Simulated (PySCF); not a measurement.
# Electron correlation in As (arsenic, neutral)

[Ar] 3d10 4s1 4p3 4d1, high-spin 6D determinant (an excited configuration). Calculation: PySCF 2.14, in aug-cc-pVQZ-PP with ECP10MDF (7s6p5d3f2g, 89 functions); scalar relativity through the core potential. Frozen: 3s2 3p6 3d10; 5 electrons correlated.

```csv
level,correlation energy (mhartree)
CCSD,-34.23
(T),-0.63
CCSD(T),-34.86
```

Diagnostics: T1 = 0.0063, D1 = 0.0182, largest double amplitude 0.026.

The outer electron is Rydberg-like, and this basis confines it to a smaller radius and binds it less than a complete one would.

Cost of the coupled-cluster step: of the order of 11 core-seconds, for 5 correlated electrons.
